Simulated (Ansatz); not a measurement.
`C[C](=O)[GeH3]` + H₂S → `O=[C](S)[GeH3]` + CH₄  (substitution at a C–C bond)

Program: Ansatz. Geometries: PBE0-D4/def2-TZVP. ΔE: electronic, gas phase. CCSD(T)/CBS adds triple-zeta CCSD(T) − MP2 to the extrapolated MP2 energy (def2 sets, frozen cores). This one scheme is used for every species. Functionals use def2-TZVPP. B3LYP here is the variant with VWN-RPA as its local correlation; programs differ in this. HSE06 is defined as in plane-wave codes. For Ge outer-core shells are correlated without core-valence functions, which leaves a few kJ/mol of doubt a bond. Scalar relativity is left out up to krypton. One conformer a species, not always the lowest.

```csv
level,ΔE (kJ/mol),difference from CCSD(T)/CBS
PBE0-D4,-28.8,-5.3
B3LYP-D4,-31.0,-7.5
HSE06-D4,-29.3,-5.8
CAM-B3LYP-D4,-22.4,1.1
PBE-QIDH,-24.9,-1.4
PBE,-37.1,-13.6
r2SCAN0,-28.0,-4.5
CCSD(T)/def2-TZVPP,-21.8,1.7
HF/CBS(def2),-7.2,16.3
CCSD/CBS(def2),-17.5,6.0
CCSD(T)/CBS,-23.5,0
```

Question: What do rigid-rotor, harmonic-oscillator terms from PBE0-D4/def2-TZVP frequencies (298.15 K, 1 bar) make of the CCSD(T)/CBS value? (An estimate is asked.)

Answer: Ansatz gave: ΔZPE = +5.7 kJ/mol, ΔH = -18.4 kJ/mol, ΔS = -18 J/(mol·K), ΔG = -13.1 kJ/mol. Modes under 50 cm⁻¹ make the entropy rough.

Largest T1 diagnostic among the species: 0.016.

Leaving LDA and LC-ωPBE aside and taking each functional with its dispersion term where it has one, the values, not all of them listed here, spread over 18.8 kJ/mol, from revPBE-D4 to ωB97X-V. LDA lies +3.9 kJ/mol from PBE without D4. From r2SCAN to r2SCAN0 (25 % exact exchange), in def2-TZVPP and without D4, ΔE moves by +8.3 kJ/mol. At CCSD(T), def2-SVP lies +7.4 kJ/mol from the extrapolated value and def2-TZVPP +1.7 kJ/mol.

CCSD(T)/CBS has its own doubt, a few kJ/mol and more with outer-core shells, so smaller differences from it don't rank the levels.
